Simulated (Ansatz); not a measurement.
## A reaction path, image by image

AlH$_{2}$ClF$_{2}$, singlet, from a complex of AlClF₂ ([F][Al]([F])[Cl]) + H₂ to AlH₂ClF₂ ([F][AlH]([F])[ClH]); PBE0-D4/def2-SVP (Ansatz 0.2.0). Settings:

```yaml
hamiltonian: {xc: pbe0, dispersion: d4}
neb:
  images: 5
  climbing: true
  max_iterations: 40
  initial_path: idpp
```

First end:

Al1  (0.064, -0.182, -0.628)
Cl2  (0.697, 1.726, -1.129)
F3  (1.161, -1.360, -0.335)
F4  (-1.505, -0.604, -0.824)
H5  (-0.097, 0.567, 1.400)
H6  (-0.320, -0.148, 1.516)
(Å)

Second end:

```xyz
6
angstrom
Al 0.1085 -0.7224 0.3022
Cl 0.4746 1.7348 -0.3331
F 1.2510 -1.3889 -0.6806
F -1.4174 -0.5646 -0.3369
H -0.7226 1.6617 -0.8053
H 0.3059 -0.7205 1.8537
```

The ends were relaxed with PBE0-D4 in triple zeta, so they are not quite minima here (largest force components 0.50 and 0.46 eV/Å).

Energies along the converged band: It took 14 iterations. Path lengths are measured after rigid turns and shifts between images are taken out.
```tsv
image	path length (Å)	energy (kJ/mol)
0	0.00	0.0
1	0.70	24.8
2 (climbing)	1.40	127.5
3	2.16	108.1
4	2.92	103.9
5	3.68	101.4
6	4.44	95.4
```
Energies count from the first end.

The images between the ends:
Image 1:
```xyz
6
angstrom
Al 0.0094 -0.3283 -0.4687
Cl 0.6526 1.6818 -0.7270
F 1.1503 -1.5177 -0.3554
F -1.5135 -0.7426 -0.9570
H -0.0128 0.7914 1.0838
H -0.2860 0.1153 1.4243
```

Image 2:
```xyz
6
angstrom
Al -0.1158 -0.5462 -0.1925
Cl 0.5501 1.7304 -0.4269
F 1.1922 -1.5076 -0.5141
F -1.5345 -0.7638 -1.0156
H 0.1570 1.1012 0.7938
H -0.2490 -0.0140 1.3553
```

Image 3:
```xyz
6
angstrom
Al -0.1363 -0.7336 -0.0825
Cl 0.3938 1.7335 -0.5006
F 1.2429 -1.4329 -0.6910
F -1.5342 -0.8833 -0.9686
H 0.2580 1.7090 0.7875
H -0.2242 -0.3927 1.4552
```

Image 4:
```xyz
6
angstrom
Al -0.0498 -0.8250 0.0129
Cl 0.4803 1.6543 -0.5189
F 1.2427 -1.4167 -0.8504
F -1.5426 -0.8628 -0.7209
H -0.1505 2.1364 0.5004
H 0.0199 -0.6862 1.5769
```

Image 5:
```xyz
6
angstrom
Al 0.0394 -0.8195 0.1091
Cl 0.5897 1.6584 -0.4029
F 1.1683 -1.4485 -0.9363
F -1.5208 -0.6384 -0.4505
H -0.5558 2.0799 0.0213
H 0.2793 -0.8320 1.6593
```

The band counts as converged below 0.05 eV/Å. Hardware: 2 CPU threads of an Intel Xeon Platinum 8488C, shared host. Wall time about 2.4 min.
